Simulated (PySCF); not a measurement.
C2H8OSi, SMILES C[SiH](C)O. Atoms are numbered in the order given.

```xyz
12

Si     0.3662    -0.0749     0.0000
C     -0.2058     0.8426     1.5399
C     -0.2058     0.8426    -1.5399
O     -0.1777    -1.6628     0.0000
H      1.8496    -0.1968     0.0000
H     -1.3043     0.9431     1.5641
H      0.1070     0.3150     2.4552
H      0.2208     1.8592     1.5707
H      0.1070     0.3150    -2.4552
H     -1.3043     0.9431    -1.5641
H      0.2208     1.8592    -1.5707
H     -1.1320    -1.7983     0.0000
```

Geometry: B3LYP-D3(BJ)/def2-SVP. The values are those of a single conformer.

Two levels are set side by side: PBE/pcSseg-1 (PySCF) and PBE0/pcSseg-1 (PySCF). GIAO shifts against H2O (¹⁷O), TMS (²⁹Si), TMS (¹H), TMS (¹³C) at the same level; non-relativistic, no solvent, atoms listed together averaged. Differences are taken from unrounded values.

```json
[
 {"quantity": "δ(²⁹Si) of Si1 (ppm)", "PBE0": "9.0"},
 {"quantity": "δ(¹³C) of C2, C3 (ppm)", "PBE0": "4.0"},
 {"quantity": "δ(¹⁷O) of O4 (ppm)", "PBE0": "37.1"},
 {"quantity": "δ(¹H) of H5 (ppm)", "PBE0": "5.11"},
 {"quantity": "δ(¹H) of H12 (ppm)", "PBE0": "0.77"}
]
```

Problem. What does PBE give, and how far is it from PBE0? (The exact figures need the calculation; the answer reports its results.)

Solution. 
```tsv
quantity	PBE	PBE minus PBE0
δ(²⁹Si) of Si1 (ppm)	10.0	1.0
δ(¹³C) of C2, C3 (ppm)	4.2	0.3
δ(¹⁷O) of O4 (ppm)	45.5	8.4
δ(¹H) of H5 (ppm)	5.29	0.18
δ(¹H) of H12 (ppm)	0.60	-0.17
```

Rough cost on one machine, each run with all the roots and properties that it gave: PBE0 against PBE within a factor of 2.
